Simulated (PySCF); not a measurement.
Simulation results for B$_{2}$GeH$_{2}$O, CH$_{3}$BGeO, BGeH$_{3}$NO, BGeH$_{2}$NO

Calculation on a computer-drawn molecule: optimised geometry and harmonic frequencies of an isolated molecule of the commonest isotopes, restricted reference for singlets and unrestricted otherwise, frozen core in MP2; on germanium a core potential holds 10 electrons, which the energies leave out, and 3d is frozen in MP2 and coupled-cluster steps. Program: PySCF 2.14.0.

Common to all runs: multiplicity 1; basis cc-pVDZ; basis and core potential on germanium cc-pVDZ-PP ECP10MDF.

```yaml
- entry: 1
  formula: B2GeH2O
  start_structure:
    atoms_angstrom:
      - [O, -1.4082, -0.937, -1.1061]
      - [B, -0.4287, -1.6373, -1.2593]
      - [B, 0.9267, -2.5521, -1.5032]
      - [Ge, 2.0151, -3.0373, 0.1874]
      - [H, 1.3221, -2.9288, -2.5326]
      - [H, 2.7737, -1.682, -0.2466]
  given:
    charge: 0
    method: HF
    drawn_bonds_atom: [1, 2, 3, 3, 4]
    drawn_bonds_other_atom: [2, 3, 4, 5, 6]
    drawn_bonds_order: [2, 1, 1, 1, 1]
  results:
    optimised_atom_element: [O, B, B, Ge, H, H]
    "optimised_atom_x [angstrom]": [-1.485, -0.5037, 0.9083, 2.121, 1.214, 2.946]
    "optimised_atom_y [angstrom]": [-0.9538, -1.608, -2.534, -3.037, -2.933, -1.709]
    "optimised_atom_z [angstrom]": [-1.174, -1.322, -1.46, 0.1596, -2.55, -0.1135]
    "modes_frequency [cm^-1]": [94.22, 248.5, 368.3, 390.2, 440.8, 509.7, 786.7, 814.4, 970.3, 1993, 2137, 2712]
    "modes_reduced_mass [dalton]": [11.51, 1.372, 1.757, 4.147, 1.812, 2.693, 2.859, 1.57, 1.917, 1.021, 12.16, 1.091]
    "rotational_constants [GHz]": [24.77, 1.561, 1.49]
    "total_energy [hartree]": -418.7746
    "convergence_status_largest_gradient_component [hartree/bohr]": 1.444e-05
- entry: 2
  formula: CH3BGeO
  start_structure:
    atoms_angstrom:
      - [O, -1.0434, 1.4462, -0.9655]
      - [B, -0.0896, 0.7036, -0.7132]
      - [C, 1.0998, -0.1485, -0.4786]
      - [Ge, 2.0282, -0.5063, -2.3657]
      - [H, 1.8513, 0.3855, 0.1351]
      - [H, 0.8447, -1.0844, -0.0123]
      - [H, 0.8987, -1.506, -2.7851]
  given:
    charge: 0
    method: HF
    drawn_bonds_atom: [1, 2, 3, 3, 3, 4]
    drawn_bonds_other_atom: [2, 3, 4, 5, 6, 7]
    drawn_bonds_order: [2, 1, 1, 1, 1, 1]
  results:
    optimised_atom_element: [O, B, C, Ge, H, H, H]
    "optimised_atom_x [angstrom]": [-1.069, -0.1069, 1.152, 2.07, 1.846, 0.8496, 0.8476]
    "optimised_atom_y [angstrom]": [1.397, 0.7246, -0.1239, -0.5942, 0.3994, -1.066, -1.447]
    "optimised_atom_z [angstrom]": [-0.9369, -0.7291, -0.5214, -2.276, 0.1388, -0.04939, -2.812]
    "modes_frequency [cm^-1]": [101.9, 168.3, 405.1, 436.4, 602.3, 639.2, 869.8, 895.7, 1064, 1160, 1506, 2009, 2139, 3183, 3262]
    "modes_reduced_mass [dalton]": [6.601, 1.199, 2.617, 9.947, 3.265, 1.181, 2.56, 1.565, 1.426, 1.273, 1.104, 1.023, 11.9, 1.061, 1.1]
    "rotational_constants [GHz]": [18.08, 1.913, 1.773]
    "total_energy [hartree]": -432.5786
    "convergence_status_largest_gradient_component [hartree/bohr]": 3.2e-05
- entry: 3
  formula: BGeH3NO
  start_structure:
    atoms_angstrom:
      - [O, -2.3183, -1.0215, -2.2436]
      - [B, -1.3756, -0.3543, -1.8322]
      - ["N", -0.2596, 0.3984, -1.4568]
      - [Ge, -0.0122, 2.0502, -1.2656]
      - [H, 0.5943, -0.2555, -1.2496]
      - [H, -1.2389, 3.0584, -1.5376]
      - [H, 1.3645, 2.4719, -0.8156]
  given:
    charge: 1
    method: HF
    drawn_bonds_atom: [1, 2, 3, 3, 4, 4]
    drawn_bonds_other_atom: [2, 3, 4, 5, 6, 7]
    drawn_bonds_order: [2, 1, 1, 1, 1, 1]
  results:
    optimised_atom_element: [O, B, "N", Ge, H, H, H]
    "optimised_atom_x [angstrom]": [-2.377, -1.364, -0.1838, -0.02054, 0.6147, -1.239, 1.323]
    "optimised_atom_y [angstrom]": [-0.8524, -0.3581, 0.3216, 2.059, -0.264, 2.884, 2.558]
    "optimised_atom_z [angstrom]": [-2.212, -1.862, -1.446, -1.259, -1.247, -1.568, -0.806]
    "modes_frequency [cm^-1]": [134.3, 222.6, 506.5, 536.6, 594.8, 641.8, 725.7, 820.0, 898.0, 1058, 1391, 2239, 2358, 2396, 3732]
    "modes_reduced_mass [dalton]": [7.324, 1.356, 3.911, 4.661, 1.611, 1.268, 1.053, 3.887, 1.047, 3.174, 1.421, 12.13, 1.013, 1.029, 1.076]
    "rotational_constants [GHz]": [27.87, 2.018, 1.882]
    "total_energy [hartree]": -448.9222
    "convergence_status_largest_gradient_component [hartree/bohr]": 3.535e-05
- entry: 4
  formula: BGeH3NO
  start_structure:
    atoms_angstrom:
      - [O, -2.3769, -0.8524, -2.2125]
      - [B, -1.3635, -0.3581, -1.8624]
      - ["N", -0.1838, 0.3216, -1.4462]
      - [Ge, -0.0205, 2.0587, -1.2587]
      - [H, 0.6147, -0.264, -1.2472]
      - [H, -1.2392, 2.8835, -1.568]
      - [H, 1.3235, 2.5583, -0.806]
  given:
    charge: 1
    method: MP2
    drawn_bonds_atom: [1, 2, 3, 3, 4, 4]
    drawn_bonds_other_atom: [2, 3, 4, 5, 6, 7]
    drawn_bonds_order: [2, 1, 1, 1, 1, 1]
  results:
    optimised_atom_element: [O, B, "N", Ge, H, H, H]
    "optimised_atom_x [angstrom]": [-2.414, -1.377, -0.173, -0.01079, 0.6375, -1.25, 1.342]
    "optimised_atom_y [angstrom]": [-0.8766, -0.354, 0.3218, 2.075, -0.2752, 2.881, 2.575]
    "optimised_atom_z [angstrom]": [-2.226, -1.866, -1.443, -1.254, -1.241, -1.571, -0.7992]
    "modes_frequency [cm^-1]": [125.7, 219.1, 449.1, 476.7, 560.6, 608.9, 685.3, 769.5, 844.9, 992.5, 1274, 2033, 2286, 2335, 3544]
    "modes_reduced_mass [dalton]": [7.208, 1.393, 4.373, 7.853, 1.547, 1.118, 1.049, 3.987, 1.048, 3.016, 1.442, 12.04, 1.013, 1.029, 1.076]
    "rotational_constants [GHz]": [27.12, 1.963, 1.83]
    "total_energy [hartree]": -449.4260
    "convergence_status_largest_gradient_component [hartree/bohr]": 4.249e-05
- entry: 5
  formula: BGeH2NO
  start_structure:
    atoms_angstrom:
      - [O, -1.6049, 1.2718, 0.0848]
      - [B, -0.7161, 0.5523, -0.169]
      - ["N", 0.3643, -0.3055, -0.5115]
      - [Ge, 2.085, -0.0181, -1.0384]
      - [H, 0.1419, -1.2528, -0.3416]
      - [H, 1.8827, 1.622, -1.0942]
  given:
    charge: 0
    method: HF
    drawn_bonds_atom: [1, 2, 3, 3, 4]
    drawn_bonds_other_atom: [2, 3, 4, 5, 6]
    drawn_bonds_order: [2, 1, 1, 1, 1]
  results:
    optimised_atom_element: [O, B, "N", Ge, H, H]
    "optimised_atom_x [angstrom]": [-1.553, -0.6733, 0.3534, 2.081, 0.1245, 1.821]
    "optimised_atom_y [angstrom]": [1.323, 0.55, -0.3473, 0.05048, -1.317, 1.61]
    "optimised_atom_z [angstrom]": [0.05683, -0.1873, -0.4723, -1.061, -0.3418, -1.065]
    "modes_frequency [cm^-1]": [149.9, 225.0, 478.0, 582.2, 641.3, 650.2, 886.3, 1058, 1336, 2024, 2161, 3797]
    "modes_reduced_mass [dalton]": [8.788, 1.408, 12.82, 9.698, 2.834, 1.077, 1.322, 3.735, 1.411, 1.026, 11.33, 1.075]
    "rotational_constants [GHz]": [30.65, 1.906, 1.795]
    "total_energy [hartree]": -448.6278
    "convergence_status_largest_gradient_component [hartree/bohr]": 1.657e-05
```
